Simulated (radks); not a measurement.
The numbers below are computed, except where a source is named.
Effect of the nuclear size on neutral ytterbium, [Xe] 4f14 6s2. Code: a radial shooting solver on a logarithmic mesh with Libxc functionals. Model: Dirac Kohn-Sham, exchange-only LDA, spin-unpolarised, spherical densities, finite nucleus; Fermi nuclear charge, rms radius 5.3108 fm. The rms radius is varied about that value; shifts are against it.

| rms radius (fm) | total energy shift (eV) | density at nucleus (e/bohr^3) | 1s1/2 shift (meV) | 2s1/2 shift (meV) | 4p1/2 shift (meV) | 5s1/2 shift (meV) | 5p1/2 shift (meV) | 6s1/2 shift (meV) | 4f7/2 shift (meV) |
|---|---|---|---|---|---|---|---|---|---|
| 4.4345 | -12.1 | 1.081e+06 | -4930 | -669 | 0.128 | -5.17 | 0.461 | -0.183 | 0.824 |
| 4.8541 | -6.48 | 1.051e+06 | -2640 | -359 | 0.068 | -2.77 | 0.248 | -0.098 | 0.443 |
| 5.3108 | 0 | 1.022e+06 | 0.000 | 0.000 | 0.000 | 0.000 | 0.000 | 0.000 | 0.000 |
| 5.6401 | 4.92 | 1.004e+06 | 2010 | 273 | -0.051 | 2.11 | -0.188 | 0.075 | -0.336 |
| 5.9693 | 10.0 | 9.864e+05 | 4100 | 557 | -0.103 | 4.30 | -0.383 | 0.152 | -0.686 |

Slopes of the eigenvalues against <r^2> in GHz/fm^2, as finite differences over the two radii next to the reference (eigenvalue slopes, not the field-shift constants of lines): 1s1/2 136000, 2s1/2 18500, 4p1/2 -3.50, 5s1/2 143, 5p1/2 -12.8, 6s1/2 5.06, 4f7/2 -22.8.
